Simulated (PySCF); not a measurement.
**Ionisation energy of In²⁺ by level of theory**

In²⁺ [Kr] 4d10 5s1 (2S) → In³⁺ [Kr] 4d10 (1S), as a difference of total energies. Calculation: PySCF 2.14, in cc-pVDZ-PP with ECP28MDF (4s3p2d, 23 functions); a scalar-relativistic core potential. The calculations carry no spin-orbit coupling.

```tsv
method	ionisation energy (eV)	error (eV)
UHF	26.641	-1.403
PBE0	28.253	+0.209
MN15	28.103	+0.059
```

Reference: 28.044 eV (measured; NIST Atomic Spectra Database, ionization energies).
